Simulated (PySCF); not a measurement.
## O⁺: excitation energy

O⁺ [He] 2s2 2p3 (4S) → O⁺ [He] 2s2 2p2 3d1 (high-spin determinant), as a difference of total energies. Calculation: PySCF 2.14, in aug-cc-pVQZ; no relativity, point nucleus. Correlated levels: valence: 1s2 frozen. The calculations carry no spin-orbit coupling.

```
           method  excitation energy (eV)
              UHF                  30.301
              LDA                  30.205
              PBE                  29.700
             PBE0                  29.998
           r2SCAN                  30.367
           PBEsol                  29.852
            HSE06                  29.978
          wB97M-V                  30.138
             BP86                  29.649
    MP2 (valence)                  30.598
SCS-MP2 (valence)                  30.379
```

Question: How much does correlation contribute at MP2 (valence)?

Answer: 30.598 − (30.301) = 0.297 eV, measured against UHF.

A first-order spin-orbit estimate (lowest level to lowest level, LS coupling) adds -0.018 eV.

The promoted electron is Rydberg-like, and one or two diffuse shells describe it only roughly, which tends to raise the upper state.

The determinant of the upper state mixes LS terms, which raises its energy above the lowest term, most at the Hartree-Fock and MP2 levels.
